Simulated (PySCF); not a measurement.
# GeO: frontier orbitals

PBE0 at R = 1.623 Å; PySCF, scalar-relativistic core potentials, basis sets Ge cc-pVTZ-PP with ECP10, O cc-pVTZ. State: ¹Σ⁺ (singlet), closed shell. Only the outer orbitals are listed, counted within each symmetry, core potentials removing the inner ones.

| orbital | occ. | ε (eV) | on Ge (%) | main shells (%) |
| --- | --- | --- | --- | --- |
| 5σ | 2 | -25.45 | 19 | 79 O s, 8 Ge s |
| 6σ | 2 | -13.02 | 66 | 63 Ge s, 25 O p, 9 O s |
| 3π | 2 | -8.80 | 23 | 76 O p, 20 Ge p |
| 3π | 2 | -8.80 | 23 | 76 O p, 20 Ge p |
| 7σ | 2 | -8.45 | 50 | 49 O p, 25 Ge p, 23 Ge s |
| 4π | 0 | -1.95 | 85 | 80 Ge p, 15 O p |
| 4π | 0 | -1.95 | 85 | 80 Ge p, 15 O p |
| 8σ | 0 | 1.10 | 96 | 71 Ge p, 19 Ge d |

Question: Which are the highest filled and the lowest empty level, where do they sit, and how wide is the gap?

Answer: Highest filled 7σ at -8.45 eV (in %: 49 O p, 25 Ge p, 23 Ge s); lowest empty 4π at -1.95 eV (in %: 80 Ge p, 15 O p); the gap at PBE0 is 6.50 eV.

```
bond order (Mayer)                              : 2.29
⟨S²⟩                                            : 0.000
charge on Ge (Mulliken, basis-dependent)        : 0.47
charge on Ge (Löwdin, basis-dependent)          : 0.32
dipole moment (positive dipole means Ge(−)O(+)) : -3.32 D
polarisability along the bond                   : 34.7 bohr³
polarisability across the bond                  : 25.1 bohr³
```
